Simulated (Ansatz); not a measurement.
CH₃Cl₂In, SMILES [CH3][In]([Cl])[Cl].

Geometry: B3LYP-D3(BJ)/def2-SVP. The structure was generated by enumeration; whether it is a known compound was not checked. The def2 effective core potentials stand for the cores of In; spin–orbit coupling is left out.

Two levels are set side by side: PBE/def2-SVPD (Ansatz, an electronic-structure program) and CAM-B3LYP/def2-SVPD (Ansatz). Energy differences of separate SCF runs at the same geometry; the states with an electron removed or added have multiplicity 2 and 2. Differences are taken from unrounded values.

| quantity | CAM-B3LYP |
|---|---|
| vertical ionisation energy (eV) | 10.81 |
| vertical electron affinity (eV) | 0.54 |
| vertical singlet–triplet gap (eV) | 4.89 |

Question: What does PBE give, and how far is it from CAM-B3LYP? (An estimate is asked for; the answer gives what the named calculation found.)

Answer: 
```csv
quantity,PBE,PBE minus CAM-B3LYP
vertical ionisation energy (eV),10.12,-0.69
vertical electron affinity (eV),0.64,0.10
vertical singlet–triplet gap (eV),4.28,-0.61
```
